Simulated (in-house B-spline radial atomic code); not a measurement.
**RPA and G0W0 on PBEsol: the caesium ion Cs⁸⁺**

Configuration [Kr] 4d10 5s1, highest spin, mean-field start PBEsol. Computed with an all-electron radial atomic-structure program (B-spline basis): all electrons, scalar-relativistic (spin-free one-electron X2C), finite nucleus, each spin shell either full or empty, empty states to l = 9 with an (l + 1/2)⁻⁴ tail; G0W0 by contour deformation at full frequency.

Command:
```bash
python run_gw.py task.json out
```
Settings (radii: box in bohr, nucleus in fm):
```
Z                        55
electrons                47
configuration            [Kr] 4d10 5s1
hamiltonian              x2c
method                   pbesol
lmax                     9
rms_radius               4.8041
spin_polarised           True
box_radius               7.7
intervals                66
ion_configuration        [Kr] 4d10
```

Cost of the run: 12 s on 1 thread of Arm Neoverse N1, with other jobs on the host.

Energies (hartree):

```tsv
term	value
mean-field total	-7766.86540
Hartree-Fock functional on these orbitals	-7767.79274
direct second order	-4.304
second-order exchange	1.1874
SOSEX correction	1.1173
```

Question: What is the RPA correlation energy, and what remains with SOSEX?

Answer: RPA gives -3.8456 hartree (-2.23 eV per electron); RPA + SOSEX gives -2.7283, and the second-order doubles -3.1166 hartree (no singles). RPA lacks exchange-type terms and so overcorrelates at short range.

Quasi-particle levels (eV):

| level | occupied | mean field | Σx - vxc | Σc | QP weight | G0W0 |
| --- | --- | --- | --- | --- | --- | --- |
| 5s up | yes | -119.80 | -4.26 | ? | ? | ? |
| 4d down | yes | -179.44 | -13.63 | 0.40 | 0.963 | -192.67 |
| 4d up | yes | -179.87 | -13.62 | 0.43 | 0.955 | -193.06 |
| 5s down | no | -117.93 | 10.09 | -3.35 | 0.964 | -111.18 |

G0W0 = mean field + (Σx - vxc) + Σc, with Σc (partial-wave tail included) taken at the quasi-particle energy. Only the outer levels were computed. Levels of low weight are left out.

Question: Where does G0W0 put 5s up?

Answer: At -126.61 eV, with Σc = -2.56 eV and a quasi-particle weight of 0.976. The tabulated removal energy is 125.61 ± 0.09 eV (NIST, semi-empirical); the calculation leaves out spin-orbit coupling, Breit and QED terms, and what these don't explain is the method's own error.

Question: What does it cost to remove one electron (to [Kr] 4d10) by differences of total energies, each species on its own start (correlation terms add to the Hartree-Fock functional)?

Answer: PBEsol 126.62 eV, Hartree-Fock functional 123.80 eV, + RPA 126.34 eV, + RPA + SOSEX 125.54 eV, + second order 126.61 eV. Tabulated: 125.61 ± 0.09 eV (NIST, semi-empirical); the calculation leaves out spin-orbit coupling, Breit and QED terms, and what these don't explain is the method's own error.
